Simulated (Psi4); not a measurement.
Tl, doublet (core potentials on Tl). Base run: SVWN/def2-TZVP run with Psi4.

Geometry (Å):
```xyz
1

Tl     0.0000     0.0000     0.0000
```
Charge 0, spin multiplicity 2.
Orbitals are unrestricted.
All else is at Psi4's defaults (density fitting).
Base energy -172.66711 Eh.

Each row names what was changed in the base input (with any setting that the change needs).

| change | ΔE vs base (µEh) | SCF cycles | grid points | basis functions |
|---|---|---|---|---|
| base | 0.0 | 14 | 20536 | 50 |
| df_basis_scf = def2-universal-jkfit | 0.0 | 14 | 20536 | 50 |
| guess = sapgau | 0.0 | 15 | 20536 | 50 |
| dft_radial_points = 35 | -110 | 14 | 9664 | 50 |
| scf_type = dfdirj+cosx | 0.0 | 15 | 20536 | 50 |
| diis_max_vecs = 3 | 0.0 | 21 | 20536 | 50 |
| dft_nuclear_scheme = becke | 0.0 | 14 | 20536 | 50 |
| soscf = true | 0.0 | 7 | 20536 | 50 |
| dft_basis_tolerance = 1e-8 | 0.0 | 14 | 19630 | 50 |
| dft_spherical_points = 974 | 0.0 | 14 | 66154 | 50 |
| d_convergence = 1e-4 | 0.0 | 13 | 20536 | 50 |
| cholesky_tolerance = 1e-6 (with scf_type cd) | 0.7 | 14 | 20536 | 50 |
| dft_spherical_points = 590 | 0.0 | 14 | 40114 | 50 |

Open shells are given as the SCF converged; they aren't shown to be the lowest states, and a large step between rows can be another state.
